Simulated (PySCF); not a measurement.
Gas-phase reaction: 2 InCH3 ⇌ 2 InH + C2H4

Method: PySCF energies plus ideal-gas RRHO corrections (1 bar). † marks an energy on the PBE0/def2-TZVP geometry and frequencies; other levels use their own. MP2 freezes the core. All species are closed-shell singlets. In: scalar-relativistic def2 core potential, no spin-orbit coupling. InCH3, InH: computed as isolated molecules; such fragments, hydroxides, amides, oligomers or adducts are transient or little studied in the gas. MP2 isn't extrapolated to the basis-set limit.

```csv
level,"ΔH°(298 K), kJ"
HF/def2-TZVP†,94
MP2/def2-SVP†,144
MP2/def2-TZVPP†,(withheld)
PBE/def2-SVP,138
PBE/def2-TZVP†,(withheld)
PBE0/def2-SVP†,144
ωB97M-V/def2-TZVP†,(withheld)
```

Problem. Complete the blanks.

Solution. 
- MP2/def2-TZVPP†, ΔH°(298 K), kJ: 170
- PBE/def2-TZVP†, ΔH°(298 K), kJ: 145
- ωB97M-V/def2-TZVP†, ΔH°(298 K), kJ: 140
